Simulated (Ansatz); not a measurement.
System: PO, charge 0, multiplicity 2. 
Structure (B3LYP-D3(BJ)/def2-TZVP (Ansatz, a program for electronic structure) minimum search):
SMILES: [P][O]
```xyz
2

P      0.0000     0.0000    -0.5147
O      0.0000     0.0000     0.9651
```
Charge 0, spin multiplicity 2.

Basis-set convergence of Hartree-Fock and CCSD(T) correlation energies (hartree) with Ansatz. Cores are frozen in the correlated levels unless marked. UHF or UKS for open shells. No spin-orbit coupling. Non-relativistic.

| basis | functions | E(HF) | E(corr, CCSD(T)) |
|---|---|---|---|
| aug-cc-pV(D+d)Z | 55 | -415.59009 | -0.32475 |
| aug-cc-pV(T+d)Z | 101 | -415.62704 | -0.38991 |
| aug-cc-pV(Q+d)Z | 169 | -415.63509 | -0.41130 |

Extrapolating the two largest sets (X = 3 and 4) as X^-3: E(corr) = (64·(-0.41130) - 27·(-0.38991))/37 = -0.4269 Eh, an estimate of the basis-set limit. The largest set recovers 96.3 % of it, the smallest 76.1 %.
